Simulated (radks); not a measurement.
Q: Radial electron density D(r) = 4 pi r^2 rho(r) of an atom or ion with 47 electrons. Calculated with a radial shooting solver on a logarithmic mesh with Libxc functionals: Dirac Kohn-Sham, PBE, spin-unpolarised, spherical densities, point nucleus.

r (bohr),D(r) (e/bohr)
0.001778,4.267
0.002054,5.427
0.002372,6.873
0.002739,8.661
0.003163,10.85
0.003624,13.35
0.004185,16.50
0.004834,20.22
0.005582,24.54
0.006447,29.43
0.007445,34.84
0.00853,40.29
0.009851,46.23
0.01138,52.00
0.01314,57.23
0.01517,61.46
0.01752,64.25
0.02008,65.29
0.02319,64.64
0.02678,62.50
0.03093,59.62
0.03572,57.14
0.04092,56.34
0.04726,58.14
0.05458,62.97
0.06303,70.00
0.07279,77.17
0.08407,81.78
0.09631,81.76
0.1112,76.62
0.1285,68.16
0.1484,60.30
0.1713,56.94
0.1979,59.35
0.2267,64.49
0.2618,67.78
0.3024,64.18
0.3492,53.00
0.4033,38.35
0.462,26.81
0.5336,20.83
0.6162,20.83
0.7117,22.99
0.8219,23.45
0.9492,20.74
1.087,16.15
1.256,10.94
1.45,6.682
1.675,3.812
1.935,2.111
2.234,1.168
2.56,0.6647
2.956,0.3508
3.414,0.1673
3.943,0.06793
4.553,0.02218
5.259,0.005540
6.025,0.001123
6.958,0.0001465

What is the nuclear charge?

A: Z = 50. The innermost maximum, from 1s, lies near gamma/Z bohr with gamma = sqrt(1 - (Z/c)^2) = 0.931, here 0.0186 bohr (found: 0.0204), and its height grows with Z. The density is that of the tin ion Sn3+ in [Kr] 4d10 5s0.5 5p0.5; the configuration itself is not fixed sharply by these data, and Z only to a few units. D(r) has 4 maxima, at r = 0.0204, 0.0896, 0.264, 0.783 bohr, and minima at 0.0403, 0.173, 0.569 bohr, inside which lie 2.04, 11.18, 28.95 electrons.
